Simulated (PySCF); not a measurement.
## Correlation energy of Ta²⁺ (tantalum, charge +2)

[Xe] 4f14 5d3, high-spin 4F determinant. All numbers are calculated (PySCF 2.14, the spin-free X2C one-electron Hamiltonian (Gaussian nucleus), in x2c-TZVPPall with one added diffuse shell each of s, p, d, f type (12s8p8d4f1g, 113 functions)). Frozen: [Xe] 4f14; 3 electrons correlated.

```tsv
level	correlation energy (mhartree)
CCSD	-15.11
(T)	-0.08
CCSD(T)	-15.19
```

Diagnostics: T1 = 0.0021, D1 = 0.0030, largest double amplitude 0.016.

Spin-orbit coupling, absent here, splits the open shell strongly.

Cost of the coupled-cluster step: roughly 17 core-seconds, for 3 correlated electrons.
